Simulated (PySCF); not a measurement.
A GIAO shielding run with PySCF 2.14 (density fitting, non-relativistic, gas phase) on SMILES CC(=S)O[SiH2][SiH2][SiH3], C$_{2}$H$_{10}$OSSi$_{3}$:

```
$ OMP_NUM_THREADS=1 python probes_run.py task.json out

{"job": {"kind": "nmr", "xc": "PBE0", "basis": "pcSseg-1"}, "charge": 0, "multiplicity": 1}
C     -2.538231     0.643036     1.143399
C     -2.085983     0.164325    -0.197002
S     -3.107901    -0.426261    -1.315012
O     -0.795296     0.261967    -0.407166
Si     0.047259    -0.172531    -1.785888
Si     2.125097     0.380874    -0.959958
Si     2.329463     0.341180     1.354202
H     -2.393448     1.722019     1.209492
H     -1.933186     0.180598     1.922953
H     -3.587727     0.410168     1.293939
H     -0.250928    -1.581895    -2.047996
H     -0.527202     0.582110    -2.901740
H      3.095472    -0.526735    -1.593551
H      2.524823     1.700959    -1.479765
H      1.288874     1.142900     2.008359
H      3.607695     0.856193     1.853431
H      2.194223    -1.017415     1.892395
```

Hardware: 1 thread of an Arm Neoverse V2, shared host. The job also computes population analyses, field gradients.

(1) How large is the calculation?

(2) How long does it take, and how much memory does it need?

Results:

(1) 88 electrons, 197 basis functions and 1119 auxiliary functions.

(2) 42 s of wall time, with 14 SCF cycles and 5 response iterations; peak memory 0.92 GiB. Times on a shared host scatter by some tens of per cent.
